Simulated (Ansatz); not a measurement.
CdH₂⁻. Total charge -1; doublet. Geometry PBE-D4/def2-TZVP, that of the neutral singlet.

```xyz
3

Cd    0.000    0.000    0.000
H    -0.767   -0.911    1.188
H     0.767    0.911   -1.188
```

In the def2 sets Cd takes a core potential; there is no spin–orbit coupling. At PBE-D4/def2-TZVPD, r2SCAN-D4/def2-TZVPD, PBE0-D4/def2-TZVPD the highest occupied level of the charge -1 doublet lies above zero (up to 2.92 eV). By energy differences it is unbound by 0.69 eV (vertical, against the charge 0 singlet, at PBE-D4/def2-TZVPD) and held by the finite basis.

Q: Estimate the α-spin orbital energies around the gap (eV) in Ansatz with PBE-D4/def2-TZVPD, r2SCAN-D4/def2-TZVPD, PBE0-D4/def2-TZVPD.

A: 
| orbital | PBE-D4/def2-TZVPD | r2SCAN-D4/def2-TZVPD | PBE0-D4/def2-TZVPD |
| --- | --- | --- | --- |
| HOMO−5 | -6.69 | -7.08 | -8.88 |
| HOMO−4 | -6.68 | -7.08 | -8.88 |
| HOMO−3 | -6.65 | -7.03 | -8.81 |
| HOMO−2 | -2.72 | -3.02 | -3.95 |
| HOMO−1 | -1.50 | -1.75 | -2.57 |
| HOMO | 2.92 | 2.75 | 2.33 |
| LUMO | 3.20 | 3.37 | 3.82 |
| LUMO+1 | 4.46 | 4.64 | 5.12 |
| LUMO+2 | 5.40 | 5.94 | 6.07 |
| LUMO+3 | 5.77 | 6.43 | 6.32 |
| LUMO+4 | 7.53 | 7.95 | 8.17 |
| LUMO+5 | 7.65 | 8.24 | 8.34 |
| β HOMO | -1.46 | -1.77 | -2.58 |
| β LUMO | 3.50 | 3.92 | 4.14 |
